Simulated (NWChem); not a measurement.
The numbers come from NWChem runs, not from measurements. System: B2, charge 0, spin multiplicity 3, at a geometry optimised with UB3LYP/def2-SVP. The structure started from a generated list of species. Its SCF solution wasn't tested for a lower state. Level: ROCCSD(T)/def2-TZVP, 2 core orbitals frozen.

The NWChem input:

```
start mol
memory heap 100 mb stack 700 mb global 1900 mb
geometry units angstroms nocenter noautoz
  B      0.000000     0.000000     0.812935
  B      0.000000     0.000000    -0.812935
  symmetry group D2h
end
basis spherical
  * library def2-tzvp
end
scf
  rohf
  nopen 2
  maxiter 100
  thresh 1e-7
  semidirect memsize 60000000 filesize 0
  # guess.movecs holds the orbitals of an unrestricted PBE0 run
  vectors input guess.movecs output mol.movecs
end
tce
  freeze core 2
  ccsd(t)
  2eorb
  2emet 13
  thresh 1e-6
  maxiter 100
  tilesize 24
end
task tce energy
```

NWChem printed:

```
             Northwest Computational Chemistry Package (NWChem) 7.3.0
             --------------------------------------------------------

                                NWChem Input Module
                                -------------------

 Scaling coordinates for geometry "geometry" by  1.889725989
 (inverse scale =  0.529177249)

 Turning off AUTOSYM since
 SYMMETRY directive was detected!

                             Geometry "geometry" -> ""
                             -------------------------

 Output coordinates in angstroms (scale by  1.889725989 to convert to a.u.)

  No.       Tag          Charge          X              Y              Z
 ---- ---------------- ---------- -------------- -------------- --------------
    1 B                    5.0000     0.00000000     0.00000000     0.81293500
    2 B                    5.0000     0.00000000     0.00000000    -0.81293500

 Effective nuclear repulsion energy (a.u.)       8.1368321114

            Nuclear Dipole moment (a.u.)
            ----------------------------
        X                 Y               Z
 ---------------- ---------------- ----------------
     0.0000000000     0.0000000000     0.0000000000

      Symmetry information
      --------------------

 Group name             D2h
 Group number             26
 Group order               8
 No. of unique centers     1

      Symmetry unique atoms

     1


 Summary of "ao basis" -> "" (spherical)
 ------------------------------------------------------------------------------
       Tag                 Description            Shells   Functions and Types
 ---------------- ------------------------------  ------  ---------------------
 *                         def2-tzvp                  on all atoms

 Summary of "ao basis" -> "ao basis" (spherical)
 ------------------------------------------------------------------------------
       Tag                 Description            Shells   Functions and Types
 ---------------- ------------------------------  ------  ---------------------
 B                         def2-tzvp                11       31   5s3p2d1f

                                 NWChem SCF Module
                                 -----------------

  ao basis        = "ao basis"
  functions       =    62
  atoms           =     2
  closed shells   =     4
  open shells     =     2
  charge          =   0.00
  wavefunction    = ROHF
  use symmetry    = T
  symmetry adapt  = T

 Summary of "ao basis" -> "ao basis" (spherical)
 ------------------------------------------------------------------------------
       Tag                 Description            Shells   Functions and Types
 ---------------- ------------------------------  ------  ---------------------
 B                         def2-tzvp                11       31   5s3p2d1f

      Symmetry analysis of basis
      --------------------------

        ag         14
        au          3
        b1g         3
        b1u        14
        b2g         7
        b2u         7
        b3g         7
        b3u         7

 Forming initial guess at       0.1s

      Symmetry analysis of molecular orbitals - initial
      -------------------------------------------------

  Numbering of irreducible representations:

     1 ag          2 au          3 b1g         4 b1u         5 b2g
     6 b2u         7 b3g         8 b3u

  Orbital symmetries:

     1 ag          2 b1u         3 ag          4 b1u         5 b2u
     6 b3u         7 ag          8 b3g         9 b2g        10 ag
    11 b1u        12 b2u        13 b3u        14 ag         15 b3g
    16 b2g

 Starting SCF solution at       0.1s

 ----------------------------------------------
         Quadratically convergent ROHF

 Convergence threshold     :          1.000E-07
 Maximum no. of iterations :          100
 Final Fock-matrix accuracy:          1.000E-09
 ----------------------------------------------

              iter       energy          gnorm     gmax       time
             ----- ------------------- --------- --------- --------
                 1      -49.0819365900  3.84D-01  1.48D-01      0.3
                 2      -49.0896245180  5.26D-02  1.80D-02      0.3
                 3      -49.0900328465  2.76D-03  9.01D-04      0.3
                 4      -49.0900339930  1.23D-06  4.95D-07      0.4
                 5      -49.0900339930  8.51D-09  3.80D-09      0.4

       Final ROHF results
       ------------------

         Total SCF energy =    -49.090033993012
      One-electron energy =    -80.783336440167
      Two-electron energy =     23.556470335736
 Nuclear repulsion energy =      8.136832111419

        Time for solution =      0.4s

       Symmetry analysis of molecular orbitals - final
       -----------------------------------------------

  Numbering of irreducible representations:

     1 ag          2 au          3 b1g         4 b1u         5 b2g
     6 b2u         7 b3g         8 b3u

  Orbital symmetries:

     1 ag          2 b1u         3 ag          4 b1u         5 b3u
     6 b2u         7 ag          8 b2g         9 b3g        10 b1u
    11 ag         12 b3u        13 b2u        14 ag         15 b1u
    16 b2g

             Final eigenvalues
             -----------------

              1
    1   -7.7075
    2   -7.7069
    3   -0.6988
    4   -0.3682
    5   -0.1550
    6   -0.1550
    7   -0.0394
    8    0.1146
    9    0.1146
   10    0.1691
   11    0.1761
   12    0.2189
   13    0.2189
   14    0.2239
   15    0.2745
   16    0.3142

                       ROHF Final Molecular Orbital Analysis
                       -------------------------------------

 Vector    4  Occ=2.000000D+00  E=-3.682193D-01  Symmetry=b1u
              MO Center= -4.6D-35, -3.7D-35,  2.7D-16, r^2= 2.9D+00
   Bfn.  Coefficient  Atom+Function         Bfn.  Coefficient  Atom+Function
  ----- ------------  ---------------      ----- ------------  ---------------
     4      0.378948  1 B  s                 35     -0.378948  2 B  s
     3      0.283456  1 B  s                 34     -0.283456  2 B  s
     5      0.218836  1 B  s                 36     -0.218836  2 B  s
     2     -0.151065  1 B  s                 33      0.151065  2 B  s

 Vector    5  Occ=1.000000D+00  E=-1.549837D-01  Symmetry=b3u
              MO Center= -1.0D-16, -8.3D-18,  1.4D-16, r^2= 2.0D+00
   Bfn.  Coefficient  Atom+Function         Bfn.  Coefficient  Atom+Function
  ----- ------------  ---------------      ----- ------------  ---------------
     9      0.289845  1 B  px                40      0.289845  2 B  px
     6      0.281648  1 B  px                37      0.281648  2 B  px

 Vector    6  Occ=1.000000D+00  E=-1.549837D-01  Symmetry=b2u
              MO Center=  7.9D-17, -1.1D-17,  8.6D-17, r^2= 2.0D+00
   Bfn.  Coefficient  Atom+Function         Bfn.  Coefficient  Atom+Function
  ----- ------------  ---------------      ----- ------------  ---------------
    10      0.289845  1 B  py                41      0.289845  2 B  py
     7      0.281648  1 B  py                38      0.281648  2 B  py

 Vector    7  Occ=0.000000D+00  E=-3.939198D-02  Symmetry=ag
              MO Center= -4.9D-16, -4.9D-16,  5.0D-15, r^2= 3.9D+00
   Bfn.  Coefficient  Atom+Function         Bfn.  Coefficient  Atom+Function
  ----- ------------  ---------------      ----- ------------  ---------------
     5      0.336271  1 B  s                 36      0.336271  2 B  s
     8      0.277456  1 B  pz                39     -0.277456  2 B  pz
    14      0.267788  1 B  pz                45     -0.267788  2 B  pz
    11      0.233984  1 B  pz                42     -0.233984  2 B  pz

 Vector    8  Occ=0.000000D+00  E= 1.145698D-01  Symmetry=b2g
              MO Center= -5.9D-19, -2.1D-18,  1.5D-16, r^2= 5.7D+00
   Bfn.  Coefficient  Atom+Function         Bfn.  Coefficient  Atom+Function
  ----- ------------  ---------------      ----- ------------  ---------------
    12      1.033805  1 B  px                43     -1.033805  2 B  px
     6      0.212302  1 B  px                37     -0.212302  2 B  px

 Vector    9  Occ=0.000000D+00  E= 1.145698D-01  Symmetry=b3g
              MO Center=  4.5D-19,  1.7D-17, -4.6D-16, r^2= 5.7D+00
   Bfn.  Coefficient  Atom+Function         Bfn.  Coefficient  Atom+Function
  ----- ------------  ---------------      ----- ------------  ---------------
    13      1.033805  1 B  py                44     -1.033805  2 B  py
     7      0.212302  1 B  py                38     -0.212302  2 B  py

 center of mass
 --------------
 x =   0.00000000 y =   0.00000000 z =   0.00000000

 moments of inertia (a.u.)
 ------------------
          51.963621650698           0.000000000000           0.000000000000
           0.000000000000          51.963621650698           0.000000000000
           0.000000000000           0.000000000000           0.000000000000

  Mulliken analysis of the total density
  --------------------------------------

    Atom       Charge   Shell Charges
 -----------   ------   -------------------------------------------------------
    1 B    5     5.00   0.92  1.05  0.69  0.78  0.18  0.47  0.65  0.20  0.01  0.04  0.00
    2 B    5     5.00   0.92  1.05  0.69  0.78  0.18  0.47  0.65  0.20  0.01  0.04  0.00

 Mulliken analysis of the open-shell density
 -------------------------------------------

    Atom       Charge   Shell Charges
 -----------   ------   -------------------------------------------------------
    1 B    5     1.00   0.00 -0.00 -0.00  0.00 -0.00  0.34  0.47  0.16  0.01  0.03  0.00
    2 B    5     1.00   0.00 -0.00 -0.00  0.00 -0.00  0.34  0.47  0.16  0.01  0.03  0.00

       Multipole analysis of the density wrt the origin
       ------------------------------------------------

     L   x y z        total         open         nuclear
     -   - - -        -----         ----         -------
     0   0 0 0     -0.000000     -2.000000     10.000000

     1   1 0 0      0.000000      0.000000      0.000000
     1   0 1 0      0.000000      0.000000      0.000000
     1   0 0 1      0.000000      0.000000      0.000000

     2   2 0 0    -10.472312     -4.723987      0.000000
     2   1 1 0     -0.000000      0.000000      0.000000
     2   1 0 1     -0.000000     -0.000000      0.000000
     2   0 2 0    -10.472312     -4.723987      0.000000
     2   0 1 1     -0.000000     -0.000000      0.000000
     2   0 0 2     -9.121563     -5.103602     23.599854

                   NWChem Extensible Many-Electron Theory Module
                   ---------------------------------------------


            General Information
            -------------------
      Number of processors :     1
         Wavefunction type : Restricted open-shell Hartree-Fock
          No. of electrons :    10
           Alpha electrons :     6
            Beta electrons :     4
           No. of orbitals :   124
            Alpha orbitals :    62
             Beta orbitals :    62
        Alpha frozen cores :     2
         Beta frozen cores :     2
     Alpha frozen virtuals :     0
      Beta frozen virtuals :     0
         Spin multiplicity : triplet
    Number of AO functions :    62
       Number of AO shells :    22
        Use of symmetry is : on
      Symmetry adaption is : on
         Schwarz screening : 0.10D-09

          Correlation Information
          -----------------------
          Calculation type : Coupled-cluster singles & doubles w/ perturbation
   Perturbative correction : (T)
            Max iterations :      100
        Residual threshold : 0.10D-05
     T(0) DIIS level shift : 0.00D+00
     L(0) DIIS level shift : 0.00D+00
     T(1) DIIS level shift : 0.00D+00
     L(1) DIIS level shift : 0.00D+00
     T(R) DIIS level shift : 0.00D+00
     T(I) DIIS level shift : 0.00D+00
   CC-T/L Amplitude update :  5-th order DIIS
                I/O scheme : Global Array Library
        L-threshold :  0.10D-05
        EOM-threshold :  0.10D-05
 no EOMCCSD initial starts read in
 TCE RESTART OPTIONS
 SLICE:      F
 D4D5:       F
 quantumc:   F
 qrotation:  F
 pwtce:      F
 qducc:      F
 nacto:                         0
 nrotv:                         0
 nrot:                          0

            Memory Information
            ------------------
          Available GA space size is     249029112 doubles
          Available MA space size is     104854420 doubles

 Maximum block size supplied by input
 Maximum block size        24 doubles

 tile_dim =     12

 -------------------------------------------------

 Global array virtual files algorithm will be used

 Parallel file system coherency ......... OK

 4-electron integrals stored in orbital form

 v2    file size   =           372402
 4-index algorithm nr.  13 is used
 imaxsize =       30
 imaxsize ichop =        0


CCSD iterations
 ---------------------------------------------------------
 Iter          Residuum       Correlation     Cpu    Wall
 ---------------------------------------------------------
    1   0.1164924121129  -0.1769848942204     0.5     0.5
    2   0.0441050043565  -0.1749165678424     0.5     0.5
    3   0.0222293820462  -0.1846993469148     0.5     0.5
    4   0.0140616604314  -0.1848690134659     0.4     0.4
    5   0.0083729074585  -0.1869684856060     0.5     0.5
    6   0.0033765858800  -0.1882996621835     0.5     0.5
    7   0.0016852837495  -0.1885697364627     0.5     0.5
    8   0.0010492640743  -0.1885823985292     0.5     0.5
    9   0.0007075350772  -0.1886168046166     0.4     0.4
   10   0.0004852108944  -0.1886461619270     0.4     0.4
   11   0.0001084120075  -0.1887161107354     0.4     0.4
   12   0.0000455931164  -0.1887172869869     0.4     0.4
   13   0.0000244274969  -0.1887249248236     0.5     0.5
   14   0.0000149067023  -0.1887255174835     0.4     0.4
   15   0.0000091118905  -0.1887273190988     0.5     0.5
   16   0.0000036157618  -0.1887287488313     0.4     0.4
   17   0.0000020047593  -0.1887288321622     0.5     0.5
   18   0.0000012404928  -0.1887289015601     0.5     0.5
   19   0.0000008650604  -0.1887289139560     0.6     0.6
 -----------------------------------------------------------------
 Iterations converged
 CCSD correlation energy / hartree =        -0.188728913956048
 CCSD total energy / hartree       =       -49.278762906968261

 Singles contributions

 Doubles contributions
     7ag  (alpha)     7ag  (beta ) ---     4b1u (alpha)     4b1u (beta )       -0.2654886281
 CCSD(T)
 Using plain CCSD(T) code
             total no. of tasks         1960
 total no. of tasks / no. procs         1960
                         wl_min            3           1.2
                         wl_max         1728           3.5
        thresh for no. of tasks         1960

 CCSD[T]  correction energy / hartree =        -0.020242998036059
 CCSD[T] correlation energy / hartree =        -0.208971911992107
 CCSD[T] total energy / hartree       =       -49.299005905004321
 CCSD(T)  correction energy / hartree =        -0.018591077780508
 CCSD(T) correlation energy / hartree =        -0.207319991736556
 CCSD(T) total energy / hartree       =       -49.297353984748767

 Task  times  cpu:       15.8s     wall:       15.8s

 Total times  cpu:       15.9s     wall:       15.9s
```
